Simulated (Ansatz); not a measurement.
Reaction (atomization): `O=[CH][GaH][SiH3]` → C• + Ga• + 5 H• + O• + Si•

Computed with Ansatz on PBE0-D4/def2-TZVP structures; ΔE is electronic, products minus reactants. CBS: MP2 limit from def2 TZ/QZ plus the TZ coupled-cluster correction, frozen cores. This one scheme is used for every species, atoms too. For atomizations the MP2-based limit and the directly extrapolated one differ by several kJ/mol either way, and by 10 to 25 for some Ge, Se and Sn compounds, so smaller differences from it don't rank the levels. DFT in def2-TZVPP. B3LYP here is the variant with VWN-RPA as its local correlation; programs differ in this. No spin–orbit coupling; open shells (•) take unrestricted orbitals. Spin–orbit coupling would lower the free atoms: a little for C, O, Si; clearly for Ga. For Ga outer-core shells are correlated without core-valence functions, so the limit isn't a true one: a few kJ/mol of doubt a bond, and 10 to 20 or more in all where bonds break to atoms. Scalar relativity is left out up to krypton. One conformer a species, not always the lowest.

```tsv
level	ΔE (kcal/mol)
B3LYP-D4	666.8
r2SCAN0	657.3
MP2/CBS(def2)	676.7
CCSD/CBS(def2)	659.6
```

**Question.** What does CCSD(T)/CBS give? (An estimate is asked.)

**Answer.** The calculation gave: +670.7 kcal/mol. The listed levels differ from it by -3.9, -13.4, 6.0, -11.1 kcal/mol.

Largest T1 diagnostic among the species: 0.017.

From BLYP to BHLYP (50 % exact exchange), in def2-TZVPP and without D4, ΔE moves by −18.2 kcal/mol: exact exchange takes away binding that semilocal exchange gives to molecules. Leaving LDA and LC-ωPBE aside and taking each functional with its dispersion term where it has one, the values, not all of them listed here, spread over 32.8 kcal/mol, from BHLYP-D4 to PBE-D4. LDA lies +91.4 kcal/mol from PBE without D4, its usual overbinding. In def2-TZVPP, CCSD(T) changes the Hartree–Fock value by +181.4 kcal/mol (the triples alone add +11.1 kcal/mol) and MP2 by +187.4 kcal/mol; breaking electron pairs costs correlation energy, which Hartree–Fock lacks.
